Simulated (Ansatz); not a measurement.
Job for Ansatz (a quantum-chemistry and plane-wave program): R-wB97M-V/def2-TZVPPD on HBr (SMILES Br) with ghost functions. Files ending in .json are basis or fitting sets from the Basis Set Exchange.

Ansatz 0.2 input:
```yaml
crystal:
  periodic: [false, false, false]
  atoms:
    - {symbol: Br, position_ang: [0.28213495, -0.61514624, 4.13039079]}
    - {symbol: H, position_ang: [0.06018047, -0.45154071, 2.72170458]}
basis:
  gaussian:
    orbitals: def2-TZVPPD.json
    ghost_atoms:
      - {symbol: C, position_ang: [-0.43984196, -0.08430315, -0.45793347]}
      - {symbol: N, position_ang: [-0.26343036, -0.21408534, 0.66507120]}
      - {symbol: H, position_ang: [-0.60444194, 0.03680709, -1.50541032]}
hamiltonian:
  xc: {name: wB97M-V}
scf: {lower_state_search: off}
```

Problem. Predict the final total energy.

Solution. -2574.6097 hartree.
